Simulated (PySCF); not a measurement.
Hf(Cl)2(Me)2 (C2H6Cl2Hf), SMILES [CH3][Hf]([Cl])([Cl])[CH3], multiplicity 1.

Geometry: PBE0-D3(BJ)/def2-SVP. The multiplicity is an assumed one; other spin states were not compared. The def2 effective core potentials stand for the cores of Hf; spin–orbit coupling is left out.

Two levels are set side by side: TDA-PBE/def2-SVPD (PySCF) and TDA-M06-2X/def2-SVPD (PySCF). Vertical, same geometry. The lowest singlet is HOMO→LUMO 100 % with PBE and HOMO→LUMO 94 % with the other functional; states are paired by order. Differences are taken from unrounded values.

```
quantity                              TDA-M06-2X
------------------------------------  ----------
lowest singlet excitation (eV)              4.81
lowest triplet excitation (TDA) (eV)        4.56
```

**Question.** What does TDA-PBE give, and how far is it from TDA-M06-2X? (An estimate is asked for; the answer gives what the named calculation found.)

**Answer.** 
| quantity | TDA-PBE | TDA-PBE minus TDA-M06-2X |
|---|---|---|
| lowest singlet excitation (eV) | 4.47 | -0.35 |
| lowest triplet excitation (TDA) (eV) | 4.17 | -0.39 |

A lower first singlet is the usual sign of a functional without exact exchange. Differences between two approximate levels are no errors against the true value.

Rough cost on one machine, each run with all the roots and properties that it gave: TDA-M06-2X against TDA-PBE about 9 times.
